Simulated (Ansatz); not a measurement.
Ansatz (a first-principles code) input (RI-MP2/cc-pV(Q+d)Z):
A basis named .json is the Basis Set Exchange file of that set.

Ansatz 0.2 input:
```yaml
crystal:
  periodic: [false, false, false]
  atoms:
    - {symbol: C, position_ang: [-2.96052367, 1.06992143, 1.01517693]}
    - {symbol: C, position_ang: [-2.09839778, 0.24925902, 0.06177053]}
    - {symbol: C, position_ang: [-0.96869983, -0.50539800, 0.78876600]}
    - {symbol: C, position_ang: [-0.09396649, -1.30907041, -0.11375519]}
    - {symbol: S, position_ang: [1.01298315, -0.64323419, -1.24967337]}
    - {symbol: C, position_ang: [1.66377282, 0.83631509, -0.40458089]}
    - {symbol: C, position_ang: [2.54399524, 0.51726590, 0.79541225]}
    - {symbol: H, position_ang: [-2.36144370, 1.81521818, 1.54457819]}
    - {symbol: H, position_ang: [-3.43309017, 0.43322253, 1.76712660]}
    - {symbol: H, position_ang: [-3.75263046, 1.59826230, 0.48148463]}
    - {symbol: H, position_ang: [-1.65536519, 0.89767099, -0.69878780]}
    - {symbol: H, position_ang: [-2.71676943, -0.47308592, -0.47789761]}
    - {symbol: H, position_ang: [-0.38114522, 0.22351676, 1.35682036]}
    - {symbol: H, position_ang: [-1.41192632, -1.17648286, 1.53069634]}
    - {symbol: H, position_ang: [-0.37421132, -2.32602680, -0.35698574]}
    - {symbol: H, position_ang: [2.22861646, 1.35547207, -1.17984683]}
    - {symbol: H, position_ang: [0.82961202, 1.48198078, -0.12902939]}
    - {symbol: H, position_ang: [1.99049843, -0.04229894, 1.54942502]}
    - {symbol: H, position_ang: [2.91049824, 1.43931905, 1.25362278]}
    - {symbol: H, position_ang: [3.40254454, -0.08477910, 0.49682955]}
basis:
  gaussian:
    orbitals: cc-pV_Q+d_Z.json
    fitting: {mean_field: def2-universal-jkfit, correlation: cc-pVQZ-RIFIT.json}
magnetization: {spin_polarized: true, initial_magnetization: 1}
correlation: {method: mp2, electrons: outside_noble_gas}
```

End of the output:

```
integrals: 3.03 GiB planned
812 factors; integrals over basis functions are off by at most 3.9e0 eV
2.87 GiB of device memory are held for the factors and their scratch space
mean field: 6.11 GiB planned
mean field evaluation 1: about -17201.8611 eV, gradient 3.2e1 eV
mean field evaluation 2: about -17206.8687 eV, gradient 1.4e1 eV
mean field evaluation 4: about -17208.1202 eV, gradient 1.4e0 eV
mean field evaluation 8: about -17208.1677 eV, gradient 2.1e-3 eV
mean field -17208.16766412 eV, -632.3884975415 hartree, gradient 2.6e-6 eV, S^2 0.772795; 0 other end points of the search recorded, 0 dependent functions left out
11 core orbitals not correlated
1665 factors; their error is unknown
reference -17208.16766412 eV, -632.3884975415 hartree; 22, 21 occupied and 751, 752 virtual orbitals, 1665 factors
second order -34.93818850 eV of doubles, -0.00000000 eV of singles
Total energy: -17243.10585262 eV, -633.6724522869 hartree
```

It need not be the lowest isomer of its formula.
